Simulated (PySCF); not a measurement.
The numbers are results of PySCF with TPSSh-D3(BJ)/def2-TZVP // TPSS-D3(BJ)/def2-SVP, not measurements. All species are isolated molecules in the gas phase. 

Reference species: [Ti(Br)(H)3] (neutral, multiplicity 1).

- LUMO: -3.75 eV
- HOMO: -8.36 eV

Changed species: [Ti(H)4] (4 of 4 Br replaced by H; the reference has 3 of 4 Br replaced by H).

**Question.** Give the shifts of the LUMO and HOMO.

**Answer.** the LUMO rises by 0.16 eV, to -3.59 eV; the HOMO increases by 0.12 eV, to -8.24 eV.
